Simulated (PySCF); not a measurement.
A side-by-side comparison of computed properties.

First species: C6H15PSi.
InChI=1S/C6H15PSi/c1-6(2)7(3)8(4)5/h8H,1H2,2-5H3

Second species: C6H12OSSi.
Atom-mapped SMILES: `[CH2:1]=[CH:2][CH2:3][C@@H:4]1[CH2:5][S:6][C@H:7]1[O:8][SiH3:9]` (hydrogens: H10, H11 on C1; H12 on C2; H13, H14 on C3; H15 on C4; H16, H17 on C5; H18 on C7; H19, H20, H21 on Si9)

Levels: PBE0/pcSseg-1 for dipole moment, HOMO energy, LUMO energy and HOMO–LUMO gap; GFN2-xTB for rotational constant A and rotational constant C. Geometries: GFN2-xTB. All species are isolated and taken at one optimised geometry, non-relativistic unless stated. Electronic properties by PySCF.

The conformers computed, where there is a choice (atom-mapped SMILES and torsion angles):
- `[CH2:1]=[C:2]([CH3:3])[P:4]([CH3:5])[SiH:6]([CH3:7])[CH3:8]`: C1–C2–P4–C5 17°, C2–P4–Si6–C7 -158°
- `[CH2:1]=[CH:2][CH2:3][C@@H:4]1[CH2:5][S:6][C@H:7]1[O:8][SiH3:9]`: C1–C2–C3–C4 119°, C2–C3–C4–C5 -66°, S6–C7–O8–Si9 -62°

Values for the first species:

| Property | Result |
| --- | --- |
| Dipole moment | 0.86 D |
| HOMO energy | -6.23 eV |
| LUMO energy | 0.15 eV |
| HOMO–LUMO gap | 6.38 eV |
| Rotational constant A | 1.874 GHz |
| Rotational constant C | 0.761 GHz |

Task: Estimate the same properties for the second species, and the change in each.

Result: 
```
             property      first     second  second less first
        dipole moment     0.86 D     1.36 D            +0.50 D
          HOMO energy   -6.23 eV   -6.47 eV           -0.24 eV
          LUMO energy    0.15 eV   -0.13 eV           -0.28 eV
        HOMO–LUMO gap    6.38 eV    6.34 eV           -0.04 eV
rotational constant A  1.874 GHz  2.321 GHz         +0.447 GHz
rotational constant C  0.761 GHz  0.488 GHz         -0.273 GHz
```

On the first: The dipole matches unit charges of opposite sign 0.18 Å apart (1 e·Å = 4.8032 D).

On the second: A dipole of 1.36 D is allowed in C1, and pure rotational transitions are dipole-allowed. The dipole matches unit charges of opposite sign 0.28 Å apart (1 e·Å = 4.8032 D).
